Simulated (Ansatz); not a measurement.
A calculation with Ansatz (development build ahead of 0.2.0).

```yaml
crystal:
  periodic: [false, false, false]
  atoms:
    - { symbol: H, position_ang: [-1.16716, -1.28038, -0.92545] }
    - { symbol: H, position_ang: [-1.26338, -1.14837, -1.51726] }
    - { symbol: H, position_ang: [-0.98628, -1.08454, 1.45447] }
    - { symbol: H, position_ang: [-1.20295, -0.99611, 0.85523] }
    - { symbol: H, position_ang: [-1.05497, 1.2587, -0.93152] }
    - { symbol: H, position_ang: [-1.18092, 1.28469, -1.59625] }
    - { symbol: H, position_ang: [-1.04798, 1.07143, 1.53707] }
    - { symbol: H, position_ang: [-1.06898, 0.99783, 0.94957] }
    - { symbol: H, position_ang: [1.18802, -1.061, -0.79934] }
    - { symbol: H, position_ang: [0.97405, -1.24229, -1.5549] }
    - { symbol: H, position_ang: [1.12431, -1.01376, 1.49438] }
    - { symbol: H, position_ang: [1.21226, -1.27785, 0.87347] }
    - { symbol: H, position_ang: [1.19688, 1.02372, -0.72851] }
    - { symbol: H, position_ang: [1.29435, 1.14602, -1.45134] }
    - { symbol: H, position_ang: [1.23838, 1.07385, 1.54504] }
    - { symbol: H, position_ang: [1.20734, 1.24701, 0.89074] }
basis:
  gaussian: { orbitals: def2-SVP }
hamiltonian:
  xc: hf
```

The input is written out in the form of the current development build from the run's settings.

The run gave:

```json
{"Converged": "yes", "Total energy": "-8.90912 hartree", "Spin squared of the determinant": "0.000"}
```

Caution: no unrestricted run beside it, a lower state can exist.
